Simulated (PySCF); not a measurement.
H₈NSi₃, SMILES [SiH2]N([SiH3])[SiH3] (connectivity only; charge and spin as stated), charge +1, multiplicity 1. Heavy atoms are numbered as in [SiH2:1][N:2]([SiH3:3])[SiH3:4]. Hydrogens are named by the atom that carries them.

Geometry optimised at PBE-D3(BJ)/def2-SVP. The multiplicity is an assumed one; no other spin state was optimised. The isomer is the one that the SMILES or the coordinates give; other isomers of the formula were not compared.

Method: PySCF with KT2/pcSseg-1.

GIAO shieldings, no solvent; atoms alike by connectivity are averaged. δ = σ(ref) − σ: ²⁹Si against TMS (σ = 361.9 ppm); ¹⁵N against NH3 (σ = 266.2 ppm); ¹H against TMS (σ = 31.47 ppm), references at their B3LYP-D3(BJ)/def2-TZVP geometries, non-relativistic.

Computed chemical shifts:
| nucleus | atoms | count | δ (ppm) |
|---|---|---|---|
| ²⁹Si | Si1 (SiH2) | 1 | 143.7 |
| ²⁹Si | Si3 (SiH3) | 2 | -13.1 |
| ¹⁵N | N2 | 1 | 191.2 |
| ¹H | H on Si1 | 2 | 7.26 |
| ¹H | H on Si3 | 6 | 5.91 |
